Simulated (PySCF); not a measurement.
Work out the structure from these simulated measurements.

Formula: C6H7Cl2FSi.

- 1H NMR: chemical shifts (computed TMS as zero) by class: 6.27 (1 H), 5.77 (1 H), 3.68 (1 H), 2.24 (1 H), 2.00 (1 H), 1.50 (1 H), 1.17 (1 H) ppm [GIAO PBE0/pcSseg-1]
- Dipole: 3.44 D [PBE0/pcSseg-1]
- Rotational structure: rotational constants A, B, C: 1.373, 0.379, 0.319 GHz [GFN2-xTB]
- NMR, other nuclei: isotropic shieldings of nuclei other than C and H, by class: 425 (1 F), 460 (1 Si), 585 (1 Cl), 592 (1 Cl) ppm [GIAO PBE0/pcSseg-1]
- 13C NMR: chemical shifts (computed TMS as zero) by class: 100.1 (1 C), 82.9 (1 C), 78.5 (1 C), 72.0 (1 C), 6.7 (1 C), 1.0 (1 C) ppm [GIAO PBE0/pcSseg-1]

Electronic properties: PySCF, gas phase, density fitting. Levels stand in brackets. Isolated species at its GFN2-xTB geometry (one conformer only). Each NMR value is the plain mean over a class of atoms that symmetry, rotation or inversion makes alike.

Q: Propose a structure and show how it fits.

A: Numbering: `[F:1][C@@H:2]1[CH2:3][Si@H:4]1[CH2:5][C:6]#[C:7][CH:8]([Cl:9])[Cl:10]`. Its formula, C6H7Cl2FSi, gives 3 degrees of unsaturation: 1 ring and 2 π bonds in the structure found. 6 carbons fall into 6 classes; from least to most shielded: alkyne carbon [C6] (100.1 ppm), alkyne carbon [C7] (82.9 ppm), sp3 C–F carbon [C2] (78.5 ppm), CHCl2 carbon [C8] (72.0 ppm), ring sp3 carbon bound to silicon [C3] (6.7 ppm), chain sp3 carbon bound to silicon [C5] (1.0 ppm). Hydrogen classes from least to most shielded: 1 H on a CHCl2 carbon, C8 (6.27 ppm), 1 H on an sp3 C–F carbon, C2 (5.77 ppm), 1 H on an SiH silicon, Si4 (3.68 ppm), 1 H on an sp3 carbon bound to silicon, C5 (2.24 ppm), 1 H on an sp3 carbon bound to silicon, C5 (2.00 ppm), 1 H on an sp3 carbon bound to silicon, C3 (1.50 ppm), 1 H on an sp3 carbon bound to silicon, C3 (1.17 ppm). The other shieldings belong to: 425 ppm, alkyl fluorine [F1]; 460 ppm, SiH silicon [Si4]; 585 ppm, alkyl chlorine [Cl9]; 592 ppm, alkyl chlorine [Cl10]. The optimised geometry has point group C1 and is an asymmetric top. Structure: `F[C@@H]1C[Si@H]1CC#CC(Cl)Cl`. The assignments are read from this structure; whether some other isomer fits the data as well wasn't checked. The mirror image fits equally. NMR values of atoms bound to several Cl lack the spin–orbit term that these neighbours bring.

Shape of the structure used: `[F:1][C@@H:2]1[CH2:3][Si@H:4]1[CH2:5][C:6]#[C:7][CH:8]([Cl:9])[Cl:10]`: C3–Si4–C5–C6 25°.
